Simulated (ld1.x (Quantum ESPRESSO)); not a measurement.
**An all-electron radial function and its pseudo partner (C)**

Columns: radius, all-electron u(r) and pseudo u(r) of the 2s shell (level -13.74 eV) of carbon in the configuration [He] 2s2 2p2; PBE, non-relativistic, TM scheme, ld1.x (Quantum ESPRESSO) 7.5.

| r (bohr) | all-electron | pseudo |
| --- | --- | --- |
| 0.080 | 0.3026 | -0.0489 |
| 0.160 | 0.3448 | -0.0988 |
| 0.240 | 0.2580 | -0.1509 |
| 0.320 | 0.1144 | -0.2063 |
| 0.400 | -0.0467 | -0.2668 |
| 0.480 | -0.2040 | -0.3342 |
| 0.560 | -0.3466 | -0.4098 |
| 0.640 | -0.4699 | -0.4926 |
| 0.720 | -0.5729 | -0.5777 |
| 0.800 | -0.6557 | -0.6560 |
| 0.880 | -0.7194 | -0.7194 |
| 0.960 | -0.7656 | -0.7656 |
| 1.040 | -0.7964 | -0.7964 |
| 1.120 | -0.8140 | -0.8140 |
| 1.200 | -0.8205 | -0.8205 |
| 1.280 | -0.8177 | -0.8177 |
| 1.360 | -0.8074 | -0.8074 |
| 1.440 | -0.7911 | -0.7911 |
| 1.520 | -0.7701 | -0.7701 |
| 1.600 | -0.7456 | -0.7456 |
| 1.680 | -0.7184 | -0.7184 |
| 1.760 | -0.6894 | -0.6894 |
| 1.840 | -0.6593 | -0.6593 |
| 1.920 | -0.6285 | -0.6285 |
| 2.000 | -0.5975 | -0.5975 |
| 2.080 | -0.5667 | -0.5667 |

(1) How many radial nodes do the two functions have?

(2) At about which radius was the pseudo-wave matched?

(3) Is the pseudo-wave norm-conserving?

## Answers

(1) The all-electron 2s function has n − l − 1 = 1; the pseudo-wave has 0, since the states of the same l below it are removed with the core.

(2) 0.90 bohr. The columns agree to 0.0005 from 0.80 bohr on; several derivatives are matched, so the curves merge somewhat inside the radius.

(3) Yes: the TM scheme keeps the norm inside the radius equal to the all-electron one, which fixes the energy derivative of the logarithmic derivative at the level.
